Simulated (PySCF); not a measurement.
CH5FO2Si2, SMILES F[Si@H]1OC[SiH2]O1.

Coordinates come from a B3LYP-D3(BJ)/def2-SVP optimisation. The structure was generated by enumeration; whether it is a known compound was not checked. The values are those of a single conformer.

Two levels are set side by side: TDA-PBE/def2-SVPD (PySCF) and TDA-PBE0/def2-SVPD (PySCF). Vertical, same geometry. The lowest singlet is HOMO→LUMO 95 % with PBE and HOMO→LUMO 97 % with the other functional; states are paired by order. Differences are taken from unrounded values.

```json
[
 {"quantity": "lowest singlet excitation (eV)", "TDA-PBE0": "6.81"},
 {"quantity": "lowest triplet excitation (TDA) (eV)", "TDA-PBE0": "6.34"}
]
```

### Question
What does TDA-PBE give, and how far is it from TDA-PBE0? (An estimate is asked for; the answer gives what the named calculation found.)

### Answer

```tsv
quantity	TDA-PBE	TDA-PBE minus TDA-PBE0
lowest singlet excitation (eV)	5.96	-0.85
lowest triplet excitation (TDA) (eV)	5.68	-0.66
```

Functionals without exact exchange tend to place singlet excitations lower, as here. Differences between two approximate levels are no errors against the true value.

Rough cost on one machine, each run with all the roots and properties that it gave: TDA-PBE0 against TDA-PBE about 3 times.
